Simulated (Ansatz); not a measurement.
`[BH2][Al]1[CH2][NH]1`, one more setting.

```yaml
crystal:
  periodic: [false, false, false]
  atoms:
    - {symbol: B, position_ang: [-0.944843, 1.758714, -1.320269]}
    - {symbol: Al, position_ang: [-0.116623, 0.189856, -0.187687]}
    - {symbol: C, position_ang: [0.673192, -1.482391, 0.400475]}
    - {symbol: N, position_ang: [0.398256, -0.383059, 1.361252]}
    - {symbol: H, position_ang: [-0.254360, 2.556267, -1.884343]}
    - {symbol: H, position_ang: [-2.126102, 1.871514, -1.471041]}
    - {symbol: H, position_ang: [0.079138, -2.390778, 0.528332]}
    - {symbol: H, position_ang: [1.726232, -1.717369, 0.225376]}
    - {symbol: H, position_ang: [0.653710, -0.449154, 2.330906]}
basis:
  gaussian: {orbitals: aug-cc-pVTZ, nuclear_model: gaussian}
hamiltonian: {xc: {name: B97M-V}}
output: {forces: true}
```

```sh
$ ansatz run in.yaml --threads 2 --pin off --events-out ev --progress --plain --max-ram 4352MiB
```

It prints (some lines left out):

```
Functional definition: B97M-V
1309 factors; their error is unknown
mean field evaluation 1: about -9863.4247 eV, gradient 8.0e1 eV
mean field evaluation 2: about -9720.4404 eV, gradient 1.8e2 eV
mean field evaluation 4: about -9878.1243 eV, gradient 1.8e1 eV
mean field evaluation 8: about -9879.2237 eV, gradient 2.8e-1 eV
mean field evaluation 16: about -9879.1903 eV, gradient 9.2e-3 eV
mean field -9879.19030096 eV, -363.0535472045 hartree, gradient 5.5e-5 eV, S^2 0.000000; 0 other end points of the search recorded, 0 dependent functions left out
reference -9879.19040590 eV, -363.0535510610 hartree; 18, 18 occupied and 285, 285 virtual orbitals, 1309 factors
Total energy: -9879.19040590 eV, -363.0535510610 hartree
Atom 0 at    -0.944843     1.758714    -1.320269 Å, force     0.032781    -0.045276     0.070727 eV/Å
Atom 1 at    -0.116623     0.189856    -0.187687 Å, force    -0.089073     0.172093    -0.119759 eV/Å
Atom 2 at     0.673192    -1.482391     0.400475 Å, force     0.098362    -0.207725    -0.011870 eV/Å
Atom 3 at     0.398256    -0.383059     1.361252 Å, force     0.006453     0.006487     0.173421 eV/Å
Atom 4 at    -0.254360     2.556267    -1.884343 Å, force    -0.075990    -0.072225     0.029038 eV/Å
Atom 5 at    -2.126102     1.871514    -1.471041 Å, force     0.108176    -0.002886    -0.008686 eV/Å
Atom 6 at     0.079138    -2.390778     0.528332 Å, force     0.103936     0.137755    -0.017402 eV/Å
Atom 7 at     1.726232    -1.717369     0.225376 Å, force    -0.167988     0.018268     0.038660 eV/Å
Atom 8 at     0.653710    -0.449154     2.330906 Å, force    -0.016657    -0.006492    -0.154130 eV/Å
Dipole moment:    -0.082227     0.187712    -0.106421 e Å
```

It took 25 s on 2 threads of an Arm Neoverse V1 on a shared host, with 0.49 GiB of host memory at the peak.
